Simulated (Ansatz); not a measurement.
`C[O][W](=[O])([F])([Cl])[Cl]`, 10 atoms. Charge 0, multiplicity 1. Correlated methods include outer-core shells of W, which these sets cover unevenly. W: def2 effective core potential. All runs use 4 threads of an Intel Xeon Platinum 8259CL on a shared host. Correlated methods freeze the cores.

Task: How many basis functions does each run have, and how long does it take in Ansatz? RKS B2PLYP (frozen core)/def2-TZVPP energy; RKS PBE0-D4/def2-SVP energy; RKS ωB97M-V/def2-QZVPP energy; RKS HSE06 (plane-wave form)-D4/def2-TZVPP energy; RKS ωB97M-V/def2-SVP energy; RKS PBE0-D4/def2-QZVPP energy; RHF-MP2/def2-TZVPP energy; RKS B3LYP-D4/def2-TZVPP energy and forces; RHF-CCSD(T)/def2-SVP energy; RKS PBE-QIDH (frozen core)/def2-TZVPP energy; RKS PBE0-D4/def2-TZVP frequencies; direct RPA on PBE orbitals/def2-TZVPP energy. (Estimate.)

Result: Computed: Other jobs shared the machine, so times are rough.

```
                                    level                job  functions  wall time  peak host memory (GiB)
                     RKS PBE0-D4/def2-SVP             energy        139      2.6 s                    0.42
RKS HSE06 (plane-wave form)-D4/def2-TZVPP             energy        306        8 s                     1.3
                     RKS ωB97M-V/def2-SVP             energy        139        9 s                    0.61
                       RHF-MP2/def2-TZVPP             energy        306        9 s                       1
                  RKS B3LYP-D4/def2-TZVPP  energy and forces        306       11 s                     1.2
    direct RPA on PBE orbitals/def2-TZVPP             energy        306       11 s                       1
      RKS B2PLYP (frozen core)/def2-TZVPP             energy        306       13 s                     1.1
    RKS PBE-QIDH (frozen core)/def2-TZVPP             energy        306       13 s                     1.1
                   RKS PBE0-D4/def2-QZVPP             energy        539       19 s                     2.9
                     RHF-CCSD(T)/def2-SVP             energy        139       31 s                     1.2
                   RKS ωB97M-V/def2-QZVPP             energy        539       35 s                       3
                    RKS PBE0-D4/def2-TZVP        frequencies        256    5.6 min                       1
```

B3LYP here is the variant with VWN-RPA as its local correlation; programs differ in this.
